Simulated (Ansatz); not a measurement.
`N[SiH]([SiH3])Br`, relaxed with RKS PBE-D4/def2-SVP in the Gaussian-basis code of Ansatz from a rough embedded geometry. The force threshold is 0.03 eV/Å; the program also tests the step.

Total charge 0; spin multiplicity 1.

Start:

```xyz
10

N     0.641   -0.840   -1.445
Si    0.746    0.061   -0.051
Si   -1.216    0.148    1.149
Br    1.307    2.032   -0.651
H     0.065   -0.318   -2.177
H     1.594   -0.864   -1.936
H     1.845   -0.563    0.740
H    -1.081    0.926    2.393
H    -2.287    0.671    0.361
H    -1.613   -1.252    1.617
```

**Question.** By how much does the energy fall, and how many steps does the optimiser take? (Best estimate.)

**Answer.** Ansatz gave: 14.31 kcal/mol, in 8 steps, 2 of them rejected.

**Question.** Which bonds change most? (Best estimate.)

**Answer.** The calculation gave: Si2–Br4 from 2.136 to 2.285 Å; Si3–H9 from 1.429 to 1.506 Å; N1–Si2 from 1.663 to 1.735 Å; N1–H6 from 1.073 to 1.025 Å.

**Question.** Give the relaxed structure. (Best estimate.)

**Answer.** The calculation gave: 
```xyz
10

N     0.647   -0.814   -1.487
Si    0.836    0.104   -0.028
Si   -1.204    0.119    1.133
Br    1.363    2.311   -0.306
H    -0.146   -0.602   -2.099
H     1.477   -1.028   -2.048
H     1.996   -0.491    0.716
H    -1.090    0.976    2.362
H    -2.258    0.697    0.225
H    -1.621   -1.272    1.532
```
